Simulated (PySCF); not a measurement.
Delta-SCF ions had no search for a lower state. Excitations are Tamm–Dancoff values on a coarser integration grid. The basis has no diffuse functions, so Rydberg states are missing or too high.

Cartesian coordinates (Å):
```xyz
10

C     -0.8965    -0.4901    -0.4922
C      0.3594     0.3009    -0.2255
O     -0.0057     1.4535     0.4821
S      1.6492    -0.6675     0.6301
H     -1.3563    -0.7938     0.4505
H     -1.6105     0.1327    -1.0359
H     -0.6739    -1.3791    -1.0810
H      0.8499     0.5574    -1.1749
H      0.7986     1.8982     0.7660
H      0.8859    -1.0123     1.6810
```
Charge 0, multiplicity 1.

**Question.** Give the brightest of the four lowest singlets (TDA), total energy, dipole moment, vertical ionisation energy (Delta-SCF) and T1 excitation (TDA) at the level M06-2X/def2-TZVP // PBE0-D3(BJ)/def2-TZVP (PySCF).

**Answer.** 
The brightest of the four lowest singlets (TDA) comes out as 7.93 eV and the total energy is -553.2208 Ha. The dipole moment comes out as 0.34 D, the vertical ionisation energy (Delta-SCF) is 9.66 eV and the T1 excitation (TDA) comes out as 5.21 eV.
